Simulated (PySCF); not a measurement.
**C2H6F4Si2: full NMR table**

```
Formula                               : C2H6F4Si2
SMILES                                : C[SiH2][Si@@H](F)C(F)(F)F
InChI                                 : InChI=1S/C2H6F4Si2/c1-7-8(6)2(3,4)5/h8H,7H2,1H3/t8-/m1/s1
Point group of the computed structure : C1
Degrees of unsaturation               : 0
Carbon signals                        : 2
Proton signals                        : 4
```

Molfile (atoms numbered from 1):
```
C2H6F4Si2
     RDKit          3D

 14 13  0  0  0  0  0  0  0  0999 V2000
    1.9547   -0.6287    0.4199 C   0  0  0  0  0  0  0  0  0  0  0  0
    1.1127    0.3691   -0.9572 Si  0  0  0  0  0  4  0  0  0  0  0  0
   -0.9470    1.1076   -0.1938 Si  0  0  1  0  0  4  0  0  0  0  0  0
   -1.8950    1.5063   -1.4361 F   0  0  0  0  0  0  0  0  0  0  0  0
   -1.8925   -0.4436    0.5291 C   0  0  0  0  0  0  0  0  0  0  0  0
   -1.7773   -1.5300   -0.2686 F   0  0  0  0  0  0  0  0  0  0  0  0
   -1.3813   -0.8222    1.7253 F   0  0  0  0  0  0  0  0  0  0  0  0
   -3.2072   -0.2597    0.7300 F   0  0  0  0  0  0  0  0  0  0  0  0
    1.3492   -1.4801    0.7204 H   0  0  0  0  0  0  0  0  0  0  0  0
    2.9171   -1.0119    0.0942 H   0  0  0  0  0  0  0  0  0  0  0  0
    2.1259   -0.0226    1.3058 H   0  0  0  0  0  0  0  0  0  0  0  0
    0.9632   -0.4643   -2.1599 H   0  0  0  0  0  0  0  0  0  0  0  0
    1.9368    1.5345   -1.3127 H   0  0  0  0  0  0  0  0  0  0  0  0
   -1.2600    2.1452    0.7815 H   0  0  0  0  0  0  0  0  0  0  0  0
  1  2  1  0
  2  3  1  0
  3  4  1  0
  3  5  1  0
  5  6  1  0
  5  7  1  0
  5  8  1  0
  1  9  1  0
  1 10  1  0
  1 11  1  0
  2 12  1  0
  2 13  1  0
  3 14  1  1
M  END
```

In vacuum, non-relativistic Hamiltonian, single conformer, one averaged value for each set of equivalent atoms. Shieldings: GIAO PBE0/pcSseg-1; GFN2-xTB structure; PySCF 2.14.

Chemical shifts δ = σref − σ; TMS for 1H and 13C and 29Si; 19F vs CFCl3, all at this level.

| carbon | δC, type | δH (multiplicity) | HMBC from (2–3 bonds) | span of the C tensor (ppm) |
| --- | --- | --- | --- | --- |
| C1 | -11.7, CH3 | 0.29 (m) | H14, H12, H13 | 12 |
| C5 | 138.9, C | – | H14, H12, H13 | 11 |

Other nuclei:
```json
{"atoms": "H14", "nucleus": "1H", "environment": "hydrogen on a silicon bonded to C, F, Si", "δ (ppm)": "5.58", "σ (ppm)": "26.14"}
{"atoms": "H12", "nucleus": "1H", "environment": "hydrogen on a silicon bonded to C, Si", "δ (ppm)": "4.31", "σ (ppm)": "27.41"}
{"atoms": "H13", "nucleus": "1H", "environment": "hydrogen on a silicon bonded to C, Si", "δ (ppm)": "4.02", "σ (ppm)": "27.69"}
{"atoms": "F6/F7/F8", "nucleus": "19F", "environment": "fluorine of a CF3 group", "δ (ppm)": "-76.0", "σ (ppm)": "247.0"}
{"atoms": "F4", "nucleus": "19F", "environment": "fluorine bonded to Si", "δ (ppm)": "-234.0", "σ (ppm)": "405.0"}
{"atoms": "Si3", "nucleus": "29Si", "environment": "silicon bonded to C, F, Si, H", "δ (ppm)": "12.8", "σ (ppm)": "336.4"}
{"atoms": "Si2", "nucleus": "29Si", "environment": "silicon bonded to C, Si, 2 H", "δ (ppm)": "-81.0", "σ (ppm)": "430.2"}
```

- Carbon types of the structure: 1 × C, 1 × CH3, leaving 3 H on heteroatoms.
- δC 138.9: CF3 carbon; 3 electronegative neighbours deshield it.
- δC -11.7: methyl carbon bonded to Si; an electropositive neighbour leaves it electron-rich and shielded.
- δH 5.58: hydrogen on a silicon bonded to C, F, Si.
- δH 4.31, 4.02: hydrogen on a silicon bonded to C, Si.
- δH 0.29: hydrogen on a methyl carbon bonded to Si; an electropositive neighbour shields it, as in TMS itself.

Splittings by 19F in the carbon and heteronuclear signals aren't shown, as no couplings were computed. Shifts are as computed. Against solution values, carbons near 30 ppm lie about +3 ppm off and those near 130 ppm about +5 ppm. Of 1211 compounds with measured shifts, 218 miss one by over three times the rms of a fit or turn the order of signals round; such compounds aren't used in these exercises. Unscaled 19F shifts against computed CFCl3 carry errors that often reach 10 to 50 ppm. Multiplicities follow the n + 1 count of equivalent neighbours, as no J values were calculated; m marks all less simple cases, F and P coupling included.
